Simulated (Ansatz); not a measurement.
`O[Si@@H](Cl)O[Si@H](F)Cl`, charge 0, multiplicity 1.

(1) Give a relaxed structure at PBE0-D4/def2-TZVP (the Gaussian-basis code of Ansatz). (Best estimate.)

## Answers

(1) Ansatz gave: 
Z-matrix (Å, degrees):
```
Si
Cl 1 2.030
O 1 1.632 2 109.8
O 1 1.625 2 106.0 3 120.6
H 1 1.471 2 109.5 3 -116.8
Si 3 1.612 1 147.8 2 75.0
H 4 0.959 1 118.8 2 -174.1
F 6 1.586 3 108.3 1 74.9
Cl 6 2.027 3 111.2 1 -43.3
H 6 1.466 3 110.1 1 -166.2
```
This is one stationary point; other conformers may exist.
